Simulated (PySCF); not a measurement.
This script is equivalent to a calculation on N⁺ (nitrogen, charge +1).

```python
from pyscf import gto, scf, dft, mp, cc
import basis_set_exchange as bse
mol = gto.M(atom="N 0 0 0", charge=1, spin=2, symmetry="D2h",
            basis=gto.basis.parse(bse.get_basis("cc-pVTZ-DK", elements=["N"], fmt="nwchem", header=False)),
            nucmod="G")
mf = dft.UKS(mol, xc="M06L").sfx2c1e()
mf.irrep_nelec = {'Ag': (2, 2), 'B1u': (1, 0), 'B2u': (1, 0)}
mf.kernel()
```

**Question.** What total energy does it give?

**Answer.** -54.086 hartree (calculated).

**Question.** Which occupied shell lies highest, and where?

**Answer.** 2p α, at -22.354 eV.

**Question.** What is ⟨S²⟩, and what would a pure spin state give?

**Answer.** 2.004, against 2.00.
